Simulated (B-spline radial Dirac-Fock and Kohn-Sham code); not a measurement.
## Atomic SCF run for Kr

ΔSCF core binding energies without Breit or QED terms, calculated with a radial finite-basis atomic code. Keys: rel is the Hamiltonian (dirac, or spin-free x2c and nr, where L3 and M5 stand for the whole 2p and 3d shells), method is hf or an exchange,correlation pair (spin-unpolarised, also for the hole states), nuc the nuclear model, radius_factor scales its radius, rmax is the box in bohr, h the logarithmic mesh step, order the B-spline order, points the quadrature points per cell, c_factor scales the speed of light, and damp, ndamp, maxit and tol steer the iteration. The run stops when the commutator error falls below 10·tol·max(1, Z/10), or the numerical noise floor, and the energy has settled to about 1e-8 Ha; the virial ratio is −V/T.

Input (task.json):

```json
{"items": [{"Z": 36, "q": 0, "cfg": [[1, 0, 2], [2, 0, 2], [2, 1, 6], [3, 0, 2], [3, 1, 6], [3, 2, 10], [4, 0, 2], [4, 1, 6]], "A": 84, "rrms": 4.1884, "do": "settings", "holes": ["K", "L3", "M5"],
  "settings": [{"rel": "dirac", "method": "hf", "nuc": "fermi", "radius_factor": 1.0, "rmax": 45.0, "h": 0.3, "order": 8, "points": 10, "c_factor": 0.1198, "maxit": 50, "damp": 0.5, "ndamp": 3, "tol": 1e-08}]}]}
```

Command: `python xray2_run.py task.json out`

Ground-state iterations:

```
iter   energy (Ha)        error
   1    -2447.52075080  1.57e+01
   2    -3944.97446021  4.85e+00
   3    -4057.77925435  2.57e+00
   4    -4090.94052586  1.12e+00
   5    -4092.06820255  1.19e+00
   6    -4093.93813554  7.87e-02
   7    -4093.95056434  7.92e-02
   8    -4094.05289826  9.64e-03
   9    -4094.05397658  1.64e-03
  10    -4094.05404096  5.33e-04
  11    -4094.05404784  1.15e-04
  12    -4094.05404847  1.74e-05
  13    -4094.05404848  6.84e-07
  14    -4094.05404848  1.13e-07
```

The ground state converged in 14 iterations, with total energy -4094.05405 Ha, virial ratio 1.16918 and highest orbital energy -8.22 eV. ΔSCF binding energies: K (1s) 4646.6 eV, L3 (2p3/2) 2520.5 eV, M5 (3d5/2) 8.67 eV.

**Question.** One setting is unsound. Which, and why?

**Answer.** c_factor makes c so small that Zα exceeds 1, so any numbers that come out have no meaning. With the default settings (Dirac Hartree-Fock): The ground state converged in 11 iterations, with total energy -2788.86105 Ha, virial ratio 1.97342 and highest orbital energy -14.00 eV. ΔSCF binding energies: K (1s) 14359.0 eV, L3 (2p3/2) 1681.3 eV, M5 (3d5/2) 92.13 eV.
